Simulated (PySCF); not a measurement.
**From computed data to an observable: entropy of an ideal gas**

VOCl3, SMILES [O]=[V]([Cl])([Cl])[Cl], multiplicity 1.

Coordinates come from a PBE0-D3(BJ)/def2-SVP optimisation. The multiplicity is an assumed one; other spin states were not compared.

PBE0-D3(BJ)/def2-SVP in PySCF gives the harmonic wavenumbers 127, 127, 167, 265, 265, 414, 518, 518, 1197 cm⁻¹ and the rotational temperatures 0.0840, 0.0840, 0.0557 K. The molar mass is 173.29 g/mol, the symmetry number 3, the spin multiplicity 1.

**Question.** Work out the entropy at 298.15 K and 1 atm in the rigid-rotor, harmonic-oscillator model.

**Answer.** 
Translation (Sackur–Tetrode at 1 atm): S = R[1.5 ln M + 2.5 ln T − 1.16487] = 173.0 J/(mol K).
Rotation: q = (√π/σ) T^1.5/√(θA θB θC) = 153000, S = R[ln q + 3/2] = 111.8 J/(mol K).
Vibration: with u = 1.4388 ν/T, each mode gives R[u/(e^u − 1) − ln(1 − e^−u)]:
| ν (cm⁻¹) | modes | u | S (J/(mol K)) |
|---|---|---|---|
| 127 | 2 | 0.61 | 25.03 |
| 167 | 1 | 0.81 | 10.33 |
| 265 | 2 | 1.28 | 13.63 |
| 414 | 1 | 2.00 | 3.82 |
| 518 | 2 | 2.50 | 5.14 |
| 1197 | 1 | 5.78 | 0.18 |
These are all the modes. Sum 58.1 J/(mol K).
Spin: R ln 1 = 0.0 J/(mol K).
Total 342.9 J/(mol K); the program's own thermochemistry gives 342.9. Translation makes up 50 % and vibration 17 %. Anharmonicity, hindered rotation and orbital degeneracy are left out.
